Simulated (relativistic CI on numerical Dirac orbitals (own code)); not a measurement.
Method of calculation: Dirac-Coulomb-Breit CI, KLI orbitals optimised for each configuration, model QED, unscaled Slater integrals (own radial code, finite nucleus).

The strongest absorption lines from the ground level of an ion, among the configurations computed and to levels below about 1440 eV (vacuum wavelength in Å, gf): 18.764 (0.018), 18.890 (0.022), 20.536 (0.0049), 22.766 (1.6), 23.352 (0.016), 23.375 (1.7), 24.395 (0.011), 25.281 (0.44).

(1) Which ion is it?
A. Pb56+
B. Hf48+
C. Fr63+
D. Pb58+

Answers

(1) D. Pb58+ has 24 electrons and the ground level 3s2.3p6.3d6 3F_4; the strongest line goes to 3s2.3p5.3d7 3F°_4. The pattern of lines fixes the number of electrons, and along that sequence the line energies rise steadily with the charge (about as its square where n changes within one kind of shell, about linearly where n is kept but much faster in heavy ions where fine structure, which grows about as Z⁴, sets the gap, and irregularly where shells cross), which fixes Z. Configurations outside the model, such as inner-shell arrays, can give stronger lines. At this charge energies of transitions that change n are usually good to better than 1 %, and those within a shell (Δn = 0) to a few per cent.

LS names give the leading component of a level, which can be under half, so a name can repeat, a term be missing and a line seem to break the LS rules.
